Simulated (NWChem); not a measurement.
CH₄OZn; SMILES C[O][ZnH]

```xyz
7

Zn     0.2575    -0.7262     0.0016
H      0.0058    -2.2227    -0.0161
O      0.7069     0.9862     0.0235
C     -0.0764     2.1264     0.0041
H     -0.7940     2.1906     0.8498
H      0.5643     3.0265     0.0733
H     -0.6726     2.2401    -0.9265
```
Atoms are numbered in this order, from 1.

Geometry: optimised at PBE0/def2-SVP.

Problem. Give the principal values of the shielding tensors (ppm) of Zn1, O3, C4 from PBE0/pcSseg-1, GIAO (NWChem), with their diamagnetic and paramagnetic parts as GIAO splits them.

Solution. 
| atom | σ11 | σ22 | σ33 | isotropic | diamagnetic | paramagnetic |
|---|---|---|---|---|---|---|
| Zn1 | 1376.6 | 1402.0 | 2508.4 | 1762.3 | 2520.8 | -758.5 |
| O3 | 225.7 | 326.0 | 408.6 | 320.1 | 392.6 | -72.5 |
| C4 | 99.0 | 99.4 | 182.9 | 127.1 | 244.5 | -117.4 |
